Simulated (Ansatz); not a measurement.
Basis-set series for CH₆BNOSi, SMILES `B[Si]1(O)CN1`. Charge 0, multiplicity 1. The geometry is a stationary point of PBE0-D4/def2-TZVP. It is one conformer, not always the lowest.

```
functional       basis  functions  energy (Eh)  HOMO (eV)  LUMO (eV)
   PBE0-D4  def2-TZVPP        250   -485.76084      -6.52      -2.53
   PBE0-D4  def2-QZVPP        478   -485.78281      -6.55      -2.56
   ωB97M-V  def2-TZVPP        250   -486.00742      -8.71      -0.62
   ωB97M-V  def2-QZVPP        478   -486.02813      -8.74      -0.67
```

Problem. Give the rows for def2-SVP. (An estimate is asked.)

Solution. The calculation gave: 
```json
{"functional": "PBE0-D4", "basis": "def2-SVP", "functions": "104", "energy (Eh)": "-485.41649", "HOMO (eV)": "-6.36", "LUMO (eV)": "-2.40"}
{"functional": "ωB97M-V", "basis": "def2-SVP", "functions": "104", "energy (Eh)": "-485.65384", "HOMO (eV)": "-8.53", "LUMO (eV)": "-0.40"}
```

All numbers were calculated with Ansatz.
